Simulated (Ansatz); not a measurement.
```yaml
crystal:
  periodic: [false, false, false]
  atoms:
    - {symbol: B, position_ang: [-1.599866, 0.457363, -0.908754]}
    - {symbol: Si, position_ang: [0.312981, 0.845258, -0.548144]}
    - {symbol: Ge, position_ang: [0.883796, -0.904156, 0.992565]}
    - {symbol: H, position_ang: [-1.917781, -0.309778, -1.768774]}
    - {symbol: H, position_ang: [-2.458095, 0.893410, -0.199844]}
    - {symbol: H, position_ang: [0.585568, 2.136909, 0.139550]}
    - {symbol: H, position_ang: [1.224395, 0.710513, -1.717228]}
    - {symbol: H, position_ang: [0.661909, -2.286705, 0.356962]}
    - {symbol: H, position_ang: [0.025830, -0.812070, 2.265356]}
    - {symbol: H, position_ang: [2.364462, -0.782046, 1.391412]}
basis:
  gaussian: {orbitals: def2-SVP, fitting: {mean_field: def2-universal-jkfit}, point_charges: [{charge: 1.00, position_ang: [6.845, -0.359, -0.566]}]}
magnetization: {spin_polarized: true, initial_magnetization: 1}
hamiltonian: {xc: {name: wB97}}
output: {forces: true}
```

```sh
$ ansatz run in.yaml --threads 2 --pin off --events-out ev --progress --plain --max-ram 4352MiB
```

It prints (some lines left out):

```
Error: a molecule whose nuclei and cores have a total charge of 58 cannot have a net charge of 0 together with 1 unpaired electrons
```

(1) Something in this input is off. What?

## Answers

(1) The number of unpaired electrons doesn't fit the electron count. The input was rejected before any iteration.
